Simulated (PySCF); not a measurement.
In(Br)2(NH2) (Br2H2InN), SMILES [NH2][In]([Br])[Br].

The structure is a stationary point at PBE0-D3(BJ)/def2-SVP. The structure was generated by enumeration; whether it is a known compound was not checked. The def2 effective core potentials stand for the cores of In; spin–orbit coupling is left out. The values are those of a single conformer.

Level of theory: PBE0-D3(BJ)/def2-SVP run with PySCF.

Frequencies are harmonic and unscaled.

Computed vibrational spectrum:
| mode | ν (cm⁻¹) | IR (km/mol) | moving atoms (share of kinetic energy) |
|---|---|---|---|
| 1 | 65 | 3.0 | Br 70 %, In 26 % |
| 2 | 102 | 5.7 | N 62 %, H 20 %, Br 11 % |
| 3 | 104 | 5.3 | In 43 %, N 36 %, Br 12 %, H 9 % |
| 4 | 236 | 7.6 | Br 74 %, In 21 % |
| 5 | 259 | 3.8 | H 82 % |
| 6 | 282 | 67.6 | Br 43 %, In 43 %, H 14 % |
| 7 | 408 | 156.7 | H 69 %, N 29 % |
| 8 | 630 | 32.2 | N 64 %, H 25 %, In 12 % |
| 9 | 792 | 52.5 | H 89 %, N 10 % |
| 10 | 1513 | 11.4 | H 91 %, N 9 % |
| 11 | 3572 | 35.1 | H 96 % |
| 12 | 3685 | 35.4 | H 91 %, N 9 % |
